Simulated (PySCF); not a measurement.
An unknown gives this computed stick spectrum. Method used: TDDFT CAM-B3LYP/def2-SVPD, vertical, gas phase, core orbitals frozen in the response (PySCF). Geometries: GFN2-xTB, one conformer each.

```tsv
state	E (eV)	f
S1	7.06	0.0027
S2	7.14	0.0047
S3	7.64	0.0070
S4	7.67	0.063
S5	7.99	0.0072
S6	8.04	0.0062
S7	8.13	0.014
S8	8.23	0.034
```

Question: Which structure fits? All have the formula C5H9NOSi.
A. `N(C(C)=O)C[SiH2]C#C`
B. `O=CNC1=C[SiH2]CC1`
C. `NCc1coc([SiH3])c1`
D. `CCO[SiH2]/C=C/C#N`
E. `CO[SiH2][C@@H]1C[C@H]1C#N`

Answer: E. Its S1, at 7.06 eV, is the highest among the candidates; the nearest of the others has S1 at 6.12 eV. S1 is HOMO→LUMO (47%), HOMO→LUMO+5 (11%), HOMO→LUMO+1 (8%). Löwdin shares by element: HOMO carbon 47% or more, nitrogen 23% (atoms not listed hold the other 30%); LUMO silicon 25%, hydrogen 19% or more, carbon 11% or more (atoms not listed hold the other 45%). At the same level the other candidates give, for their lowest levels:
- `NCc1coc([SiH3])c1`: 5.72 eV (f 0.236); 6.18 eV (f 0.048); 6.42 eV (f 0.066); 6.52 eV (f 0.007); 6.80 eV (f 0.033); T1 3.76 eV; HOMO -7.83, LUMO 0.72 eV
- `C#C[SiH2]CNC(C)=O`: 5.98 eV (f 0.000); 6.13 eV (f 0.002); 6.43 eV (f 0.002); 6.65 eV (f 0.000); 6.75 eV (f 0.001); T1 5.11 eV; HOMO -8.73, LUMO 0.85 eV
- `O=CNC1=C[SiH2]CC1`: 5.36 eV (f 0.002); 5.74 eV (f 0.496); 6.00 eV (f 0.001); 6.72 eV (f 0.007); 6.76 eV (f 0.001); T1 3.87 eV; HOMO -8.03, LUMO 0.46 eV
- `CCO[SiH2]/C=C/C#N`: 6.12 eV (f 0.487); 6.22 eV (f 0.002); 6.55 eV (f 0.005); 6.66 eV (f 0.003); 7.30 eV (f 0.002); T1 3.60 eV; HOMO -9.51, LUMO -0.69 eV

The values belong to the conformer `[CH3:1][O:2][SiH2:3][C@@H:4]1[CH2:5][C@H:6]1[C:7]#[N:8]`: C1–O2–Si3–C4 180°, O2–Si3–C4–C5 -125°.
Triplets come from the Tamm–Dancoff approximation.
